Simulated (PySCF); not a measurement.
C₃H₇OSSi (doublet state).
Atom-mapped SMILES: `[SiH3:1][S:2][C@H:3]1[CH:4][O:5][CH2:6]1` (hydrogens: H7, H8, H9 on Si1; H10 on C3; H11 on C4; H12, H13 on C6)

Structure used (GFN2-xTB), in Å, numbered top down from 1:
```xyz
13
C3H7OSSi angstrom
Si     2.0065    0.5898   -0.0748
S      0.6682   -0.2285    1.3881
C     -1.0024   -0.1987    0.5021
C     -1.2191    0.8181   -0.5150
O     -1.1859   -0.0520   -1.5840
C     -1.1103   -1.1659   -0.6807
H      1.7240    2.0120   -0.2230
H      1.8217   -0.1216   -1.3328
H      3.3048    0.3331    0.5203
H     -1.6992   -0.3008    1.3300
H     -1.0561    1.8702   -0.6177
H     -0.2372   -1.7872   -0.8785
H     -2.0196   -1.7678   -0.7131
```

The hyperfine couplings belong to this conformer and change with its torsions.

Level of theory: UKS B3LYP, pcH-1 on C H O S Si, non-relativistic, mean-field spin-orbit, GIAO (PySCF). The structure is a single GFN2-xTB conformer in the gas phase; no vibrational or solvent corrections. The geometry wasn't refined by DFT: couplings that depend on bond lengths, twists or pyramidal angles can differ widely from those at the functional's own minimum. The SCF solution wasn't tested for stability.

Largest spin populations (Mulliken): C4 (+0.79), O5 (+0.16) and S2 (+0.12). The angles at C4 add up to 355.5°, so it is nearly planar; its axial dipolar tensor and the negative coupling of its proton fit spin in a p orbital normal to that plane.

Question: Find Q in a(H) = Q·ρ(C) for the protons on the planar carbons that carry spin.

Answer: 
```
  H   C    ρ(C)  a(H) (G)  a/ρ (G)
H11  C4  +0.792    -16.36    -20.7
```

One proton gives one ratio, Q = -20.7 G, and no test of linearity. In McConnell's picture π spin on carbon polarises the C–H bond and leaves opposite spin at the proton, which makes Q negative, as found here.

Couplings in gauss use g_iso = 2.0034.
